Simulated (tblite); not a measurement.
Species: C2HBr2FSi.
Numbering: `[CH:1]#[C:2][Si:3]([F:4])([Br:5])[Br:6]` (hydrogens: H7 on C1)

Computed with GFN2-xTB (tblite), gas phase: L-BFGS steps from a force-field or distance-geometry start until the largest atomic force falls under 0.01 eV/Å.

Step 6: E = -530.0678 eV
```
atom  x, y, z in Å  |  force x, y, z in eV/Å
C1      2.0103   -0.2956    0.3096    0.106  -0.013   0.010
C2      0.8313   -0.1078    0.1862   -0.039   0.011   0.035
Si3    -0.9633    0.1624   -0.0545    0.047   0.000  -0.024
F4     -1.6370    0.5711    1.3313   -0.025   0.000  -0.001
Br5    -1.9489   -1.6671   -0.7581   -0.063  -0.076   0.008
Br6    -1.3320    1.7968   -1.4719   -0.030   0.082  -0.024
H7      3.0428   -0.4549    0.4303    0.005  -0.003  -0.003
```

Step 7: E = -530.0684 eV
```
atom  x, y, z in Å  |  force x, y, z in eV/Å
C1      2.0113   -0.2955    0.3094    0.093  -0.012   0.011
C2      0.8317   -0.1075    0.1894   -0.028   0.007   0.019
Si3    -0.9634    0.1617   -0.0576    0.077   0.010   0.003
F4     -1.6369    0.5702    1.3283   -0.029   0.002   0.003
Br5    -1.9506   -1.6678   -0.7559   -0.065  -0.086  -0.003
Br6    -1.3333    1.7992   -1.4709   -0.028   0.077  -0.029
H7      3.0445   -0.4554    0.4302   -0.021   0.002  -0.004
```

Step 8: E = -530.0694 eV
```
atom  x, y, z in Å  |  force x, y, z in eV/Å
C1      2.0141   -0.2952    0.3091    0.027  -0.005   0.011
C2      0.8330   -0.1070    0.1964    0.015  -0.004  -0.012
Si3    -0.9621    0.1604   -0.0636    0.085   0.018   0.035
F4     -1.6372    0.5684    1.3223   -0.026   0.003  -0.001
Br5    -1.9555   -1.6711   -0.7518   -0.046  -0.063  -0.010
Br6    -1.3366    1.8056   -1.4696   -0.016   0.043  -0.019
H7      3.0475   -0.4563    0.4301   -0.040   0.008  -0.004
```

Task: Estimate the geometry and energy of step 9. (The exact step hangs on the optimiser's Hessian estimate; all steps are aligned on step 8, rigid shifts and turns removed.)

Result: E = -530.0697 eV, largest force 0.054 eV/Å
```
atom  x, y, z in Å  |  force x, y, z in eV/Å
C1      2.0155   -0.2951    0.3091   -0.004  -0.001   0.009
C2      0.8341   -0.1068    0.1991    0.024  -0.006  -0.024
Si3    -0.9603    0.1602   -0.0655    0.045   0.011   0.027
F4     -1.6379    0.5677    1.3199   -0.020   0.001  -0.008
Br5    -1.9583   -1.6735   -0.7502   -0.020  -0.024  -0.002
Br6    -1.3382    1.8091   -1.4694   -0.006   0.014  -0.002
H7      3.0484   -0.4566    0.4300   -0.020   0.006  -0.001
```

The energy changes by -0.0004 eV. The first-order estimate −F·Δx gives -0.0005 eV and the mean of the old and new forces, exact on a quadratic surface, -0.0003 eV. The step makes an angle of 61° with the force vector and moves no atom by more than 0.004 Å.

The cost below is that of the whole relaxation. Hardware: one thread of an Arm Neoverse V1, shared host with 32 logical CPUs at a one-minute load of 5.5. Cost: under 0.1 s.
